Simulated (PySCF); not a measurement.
## Structure from 2D NMR

Compound of formula C4H10ClNSi. Correlations simulated from computed shifts and the bond graph:

HSQC (one-bond C–H):
| δH | δC |
| --- | --- |
| 8.65 | 180.9 |
| 2.29 | 28.7 |
| 0.43 | 4.5 |

COSY cross peaks (H two or three bonds apart, from the bond graph; peaks can be absent where the dihedral angle is near 90°):
| δH | δH |
| --- | --- |
| 8.65 | 2.29 |

HMBC (two and three bonds, from the bond graph):
| δH | δC |
| --- | --- |
| 8.65 | 28.7 |
| 2.29 | 180.9 |
| 0.43 | 4.5 |

No solvent model, single conformer, fast rotation and ring inversion assumed for equivalent nuclei, relativity neglected. Shielding tensors at PBE0/pcSseg-1 (GIAO); geometry: GFN2-xTB; PySCF 2.14.

Referencing at the same level of theory: 1H (31.72 ppm), 13C (186.93 ppm) against TMS.

Exchangeable hydrogens are left out of these lists.

Work out the connectivity.

Results:

`C/C=N\[Si](C)(C)Cl`.

Atoms are numbered as in `[CH3:1]/[CH:2]=[N:3]\[Si:4]([CH3:5])([CH3:6])[Cl:7]` (H(Xn): hydrogen on atom n).

1. δC 180.9 is C2, a C=N carbon (δH 8.65).
2. δC 28.7 is C1, a methyl carbon (δH 2.29).
3. δC 4.5 is C5/C6, a methyl carbon bonded to Si (δH 0.43).
4. COSY links 8.65–2.29.

This is the structure that produced the data.

Shifts are as computed. Against solution values, carbons near 30 ppm lie about +3 ppm off and those near 130 ppm about +5 ppm. Of 1309 compounds with measured shifts, 239 miss one by over three times the rms of a fit or turn the order of signals round; such compounds aren't used in these exercises.
